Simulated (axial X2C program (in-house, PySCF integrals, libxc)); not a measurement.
The numbers below are computed, except where a source is named.
**BiF⁺: input and output of an EOM-IP-CCSD run**

Program: an in-house all-electron X2C program for linear molecules (integrals from PySCF).

Input and command:
```json
{"zs": [83, 9], "q": 1, "bas": ["dyall-cv3z", "dyall-av3z"], "r0": 2.15, "eom": "ip", "rq": 0, "thr": -1.0, "nmax": 95, "grid": [1, 0.96, 1.045, 0.92, 1.09, 1.15]}
```
```bash
python soeom.py task.json out
```

Keys: zs atomic numbers; q charge; bas basis sets; r0 starting distance in Å; eom kind of EOM run; rq charge at which the geometry is sought; thr threshold in hartree for freezing inner shells (an s shell follows its p shell); nmax most natural virtual spinors; grid distances as factors.

Output at R = 2.069 Å (near the PBE0 minimum at charge 0 of the determinant lowest at the starting distance; the state shown can have its own minimum elsewhere), reference BiF:

```
two-component X2C + atomic mean field  HF
basis functions 209  fitting functions 1132  grid points 5078
iter        total energy     max residual
   1     -21636.458950647     1.08e+00
   2     -21636.498713985     1.36e-02
   3     -21636.499740931     4.31e-02
   4     -21636.500113339     4.32e-03
   5     -21636.500127655     8.13e-04
   6     -21636.500131595     1.23e-03
   7     -21636.500132528     1.88e-04
   8     -21636.500132768     1.68e-04
   9     -21636.500132803     7.01e-05
  10     -21636.500132809     8.40e-06
  11     -21636.500132810     5.02e-06
  12     -21636.500132810     1.11e-06
converged
one-electron -29944.28847717  Coulomb 8545.62451002  exact exchange -407.79601429  xc functional 0.00000000  nuclear repulsion 191.05624773  atomic mean-field constant -21.09639911
correlated 12  virtual 246  natural virtual 94  E(MP2) -0.356523817  MP2 remainder -0.014846722
iter   CCSD correlation   residual
   1     -0.336872086   1.50e-01
   2     -0.346637224   8.11e-02
   3     -0.350941541   4.10e-02
   4     -0.351035482   2.10e-02
   5     -0.351091459   1.06e-02
   6     -0.351192404   3.89e-03
   7     -0.351180563   1.46e-03
   8     -0.351169713   4.95e-04
   9     -0.351179108   2.16e-04
  10     -0.351174674   9.58e-05
  11     -0.351175325   3.69e-05
  12     -0.351174600   1.82e-05
  13     -0.351174593   8.94e-06
(T) -0.012256875  T1 0.0238  D1 0.0389  max T2 0.163
EOM-IP-CCSD roots
2*Omega      energy/Eh   energy/eV  one-particle weight
    1       0.32921639      8.9584      0.969
    1       0.47200817     12.8440      0.914
    1       0.48750296     13.2656      0.913
    1       0.56842290     15.4676      0.011
    3       0.45276295     12.3203      0.073
    3       0.47190740     12.8413      0.790
    3       0.64063894     17.4327      0.000
    5       0.69575732     18.9325      0.000
```
T1 in the output is the amplitude norm over the root of the electron number; divide by √2 for the Lee–Taylor value.

Reference electrons by ω block (each with its −ω partner): 1/2: 27, 3/2: 13, 5/2: 5, 7/2: 1. Root energies count from the CCSD energy of the reference. The reference has large amplitudes (orbital relaxation or multireference character). The reference need not be the lowest state of its species. All roots sought are printed; those with a small one-particle weight need a further excitation, are placed far too high, and may in truth lie low or lowest. Inner shells are frozen, and levels at this size can be off by some tenths of an eV.
